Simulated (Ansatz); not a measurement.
`F[SiH2]OC[SeH]` + `CO[SiH2]S` → `CO[SiH2]S[SiH2]F` + `OC[SeH]`  (ligand exchange at the Si–O bond)

Computed with Ansatz on PBE0-D4/def2-TZVP structures; ΔE is electronic, products minus reactants. CBS: MP2 limit from def2 TZ/QZ plus the TZ coupled-cluster correction, frozen cores. This one scheme is used for every species. DFT in def2-TZVPP. B3LYP here is the variant with VWN-RPA as its local correlation; programs differ in this. For Se outer-core shells are correlated without core-valence functions, which leaves a few kJ/mol of doubt a bond. Scalar relativity is left out up to krypton. One conformer a species, not always the lowest.

```tsv
level	ΔE (eV)
B3LYP	0.45
HF/def2-QZVPP	0.59
```

Q: What does CCSD(T)/CBS give? (Best estimate.)

A: Ansatz gave: +0.40 eV. The listed levels differ from it by 0.05, 0.19 eV.

Largest T1 diagnostic among the species: 0.012.

From PBE to PBE0 (25 % exact exchange), in def2-TZVPP and without D4, ΔE moves by +0.03 eV. The D4 term adds −0.06 eV with B3LYP and −0.03 eV with PBE0; it sums over pairs of atoms, weighted by their polarisabilities, and B3LYP, whose exchange is more repulsive, gets the larger term.
